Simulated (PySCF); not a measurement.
F₂Zn, SMILES [F][Zn-][F] (connectivity only; charge and spin as stated), charge -1, multiplicity 2. Coordinates come from a B3LYP-D3(BJ)/def2-SVPD optimisation.

Level of theory: B3LYP-D3(BJ)/def2-SVPD run with PySCF.

Harmonic wavenumbers (cm⁻¹): 147, 457, 483. Rotational constants (GHz): 23.14, 4.988, 4.104; symmetry number 2.

Task: Work out the zero-point energy and the ideal-gas rigid-rotor harmonic-oscillator thermochemistry at 298.15 K and 1 atm.

Result: ZPE = ½ Σ hcν = ½ × 1088 cm⁻¹ = 6.51 kJ/mol. H − E(el) = 19.42 kJ/mol. Entropy in J/(mol K): translation 166.59, rotation 94.79, vibration 17.51, spin 5.76, total 284.65. G − E(el) = -65.45 kJ/mol. Cp = 52.24 J/(mol K). Modes under 150 cm⁻¹ make the vibrational entropy uncertain.
